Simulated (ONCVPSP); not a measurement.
**What one change does to a pseudopotential (manganese, ONCV)**

Mn, optimised norm-conserving Vanderbilt (ONCV), made with ONCVPSP 4.0.1 (PBE, scalar-relativistic). Core [Ar], reference 3d5 4s2. Waves: 4s: rc 2.20 bohr, ncon 4, nbas 8, qcut 2.7 1/bohr, 1 projector; p scattering state at 0.22 Ha: rc 1.90 bohr, ncon 4, nbas 7, qcut 3.8 1/bohr, 1 projector; 3d: rc 1.65 bohr, ncon 4, nbas 8, qcut 10.4 1/bohr, 3 projectors, debl 0.4 Ha. Local part: polynomial inside 1.55 bohr (lpopt 5, dvloc0 2 Ha). Core correction: none.

All-electron outer shells of the reference configuration (PBE, scalar-relativistic, ld1.x):

```json
{"shell": "3p", "level (eV)": "-54.59", "outermost node (bohr)": "0.31", "outermost maximum (bohr)": "0.75"}
{"shell": "3d", "level (eV)": "-6.77", "outermost node (bohr)": "–", "outermost maximum (bohr)": "0.76"}
{"shell": "4s", "level (eV)": "-5.11", "outermost node (bohr)": "1.05", "outermost maximum (bohr)": "2.51"}
```

Change: d: qcut 12.3.

Cutoffs: the cutoffs (Ha) at which the residual kinetic energy of the hardest occupied pseudo-wave falls to 1 and 0.1 mHa per electron; they do not see the model core or the augmentation charge, which bear on the density cutoff. Errors are all-electron minus pseudo energies relative to the spin-unpolarised reference configuration.

Task: How do hardness, ghosts and transferability respond?

Result: The potential gets harder (39 Ha and 44 Ha → 45 Ha and 52 Ha); the errors of the 4 common tests hardly move; neither file shows a bound ghost. The waves are optimised to have the least kinetic energy above qcut, so the cutoff follows it (qcut²/2 in Ha).

```csv
quantity,base,changed
"cutoff, loose",39 Ha,45 Ha
"cutoff, tight",44 Ha,52 Ha
loose cutoff by channel,"s 3.9 Ha, d 39 Ha","s 3.9 Ha, d 45 Ha"
bound ghosts,none,none
GHOST(+) flags under 300 eV,s at 13.4 eV,s at 13.4 eV
"error for 3d5 4s1, meV [ΔE 8.42 eV]",+10,+9.7
"error for 3d5 4s0, meV [ΔE 24.02 eV]",+109,+106
"error for 3d4 4s0, meV [ΔE 56.53 eV]",+259,+253
"error for 3d5 4s0 4p1, meV [ΔE 13.16 eV]",+42,+41
s: phases at 2.23 bohr within 0.05 rad from the reference energy up to (Ha; the scan ends near 5),0.2,0.2
p: phases at 1.92 bohr within 0.05 rad from the reference energy up to (Ha; the scan ends near 5),0.5,0.5
d: phases at 1.68 bohr within 0.05 rad from the reference energy up to (Ha; the scan ends near 5),to the end of the scan,to the end of the scan
```
